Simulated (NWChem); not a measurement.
CaF$_{2}$ anion, doublet; SMILES of the neutral closed-shell parent [F][Ca][F]

```xyz
3

Ca     0.0000     0.0000     0.0000
F      0.0000     0.0000     2.0778
F      0.0000     0.0000    -2.0778
```
Atoms are numbered in this order, from 1.

This is a stationary point of B3LYP/def2-SVPD, spin-unrestricted (NWChem), point group D*h. The spin multiplicity was typed, not searched, and may not be the lowest. The highest occupied level is positive, so the extra electron may be held by the finite basis. B3LYP is NWChem's, with the RPA form of VWN correlation.

Q: Is it a minimum? If not, what does it relax to?

A: No. It has an imaginary frequency of 124i cm⁻¹. Following that mode (on a finer grid) lowers the energy by 5.6 kcal/mol and ends, with real frequencies alone, at point group C2v:
```xyz
3

Ca    -0.3462     0.3798     0.0000
F      0.3275    -0.3593     1.7988
F      0.3275    -0.3593    -1.7988
```
